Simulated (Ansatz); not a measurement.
Computed with Ansatz on PBE0-D4/def2-TZVP structures; ΔE is electronic, products minus reactants. CCSD(T)/CBS adds triple-zeta CCSD(T) − MP2 to the extrapolated MP2 energy (def2 sets, frozen cores). Functionals use def2-TZVPP. B3LYP here is the variant with VWN-RPA as its local correlation; programs differ in this. Each species was taken in one conformer, which may not be the lowest.

Reaction (redistribution): `BC(=C)S[SiH2]F` + `[CH3][Al]([CH3])[NH2]` → `[CH3][Al]([NH2])[SiH2]F` + `BC(=C)SC`

```tsv
level	ΔE (kJ/mol)	difference from CCSD(T)/CBS
PBE-D4	103.1	-14.7
PBE0-D4	108.6	-9.2
B3LYP-D4	113.1	-4.7
ωB97X-V	113.1	-4.7
PBE	100.8	-17.0
r2SCAN	117.3	-0.5
PBE0	106.6	-11.2
HF/def2-TZVPP	115.1	-2.7
MP2/def2-TZVPP	126.8	9.0
SCS-MP2/def2-TZVPP	120.4	2.6
CCSD/def2-TZVPP	116.1	-1.7
CCSD(T)/def2-TZVPP	116.2	-1.6
MP2/def2-QZVPP	127.8	10.0
HF/CBS(def2)	115.3	-2.5
MP2/CBS(def2)	128.4	10.6
CCSD/CBS(def2)	117.8	0.0
CCSD(T)/CBS	117.8	0
```

Largest T1 diagnostic among the species: 0.012.

From PBE to PBE0 (25 % exact exchange), in def2-TZVPP and without D4, ΔE moves by +5.9 kJ/mol. The D4 term adds +3.9 kJ/mol with B3LYP and +2.0 kJ/mol with PBE0; it sums over pairs of atoms, weighted by their polarisabilities, and B3LYP, whose exchange is more repulsive, gets the larger term.
